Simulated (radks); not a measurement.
Results of a calculation; reference values are marked as such.
The mean radii <r> (bohr) of the occupied orbitals of an atom or ion are listed with their occupations. Level of theory: Dirac Kohn-Sham, LB94 model potential, spin-unpolarised, spherical densities, finite nucleus; Fermi nuclear charge, rms radius of each element as measured or else 0.836 A^(1/3) + 0.57 fm (a radial shooting solver on a logarithmic mesh with Libxc functionals).

orbital  occ.      <r>
1s1/2       2  0.08073
2s1/2       2   0.3837
2p1/2       2   0.3427
2p3/2       4   0.3451
3s1/2       1    1.042

Name the element and its charge. Open shells, if any, fill j = l - 1/2 first.

Answer. Z = 19, potassium, charge +8: K8+ in [Ne] 3s1. The 1s radius gives Z: for a bare nucleus <r> = (2 gamma + 1)/(2Z) with gamma = sqrt(1 - (Z/c)^2), 0.07844 bohr for Z = 19, and screening makes it slightly larger (0.08073 here). The occupations add up to 11, and the charge is Z minus that.
